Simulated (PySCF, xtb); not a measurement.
C₂H₆BF₂N, SMILES CCNB(F)F. One conformer was computed; it need not be the lowest.

Harmonic wavenumbers (cm⁻¹) from GFN2-xTB (xtb) at its own minimum, in rising order: 58, 120, 165, 238, 350, 425, 484, 505, 630, 789, 845, 966, 1073, 1102, 1145, 1228, 1259, 1302, 1350, 1405, 1471, 1488, 1496, 1528, 2923, 3000, 3036, 3049, 3052, 3465.

Problem. What does PBE-D3(BJ)/def2-SVP (PySCF) give at its own minimum? (An estimate is asked for; the answer gives what the named calculation found.)

Solution. 54, 111, 184, 272, 371, 452, 514, 574, 638, 760, 815, 918, 1056, 1085, 1141, 1239, 1293, 1331, 1354, 1398, 1413, 1419, 1437, 1548, 2953, 2968, 3037, 3060, 3070, 3534. Paired by order, the mean absolute difference is 27 cm⁻¹ and the zero-point energies are 57.1 and 57.2 kcal/mol.
